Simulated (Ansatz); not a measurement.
Input file for Ansatz (a quantum-chemistry and plane-wave program): U-r2SCAN/cc-pVTZ on H6 ring, a point of a bond scan (R = 2.500 Å).

Ansatz 0.2 input:
```yaml
crystal:
  periodic: [false, false, false]
  atoms:
    - {symbol: H, position_ang: [2.50000000, 0.00000000, 0.00000000]}
    - {symbol: H, position_ang: [1.25000000, 2.16506351, 0.00000000]}
    - {symbol: H, position_ang: [-1.25000000, 2.16506351, 0.00000000]}
    - {symbol: H, position_ang: [-2.50000000, 0.00000000, 0.00000000]}
    - {symbol: H, position_ang: [-1.25000000, -2.16506351, 0.00000000]}
    - {symbol: H, position_ang: [1.25000000, -2.16506351, 0.00000000]}
basis:
  gaussian:
    orbitals: cc-pVTZ
hamiltonian:
  xc: {name: r2SCAN}
magnetization: {spin_polarized: true, initial_magnetization: 0}
```

The head of its log:

```
WARN ansatz: RAYON_NUM_THREADS=2 ignored (pool sized by the plan → 2); use --threads N
Functional definition: r2SCAN
integrals: 0.01 GiB planned
360 factors; their error is unknown
mean field: 0.15 GiB planned
mean field evaluation 1: about -78.8022 eV, gradient 9.2e-1 eV
mean field evaluation 2: about -78.8093 eV, gradient 6.4e-2 eV
```

Q: Predict the final total energy.

A: -3.0303 hartree. Its determinant has ⟨S²⟩ = 2.61, a mixture of spin states.
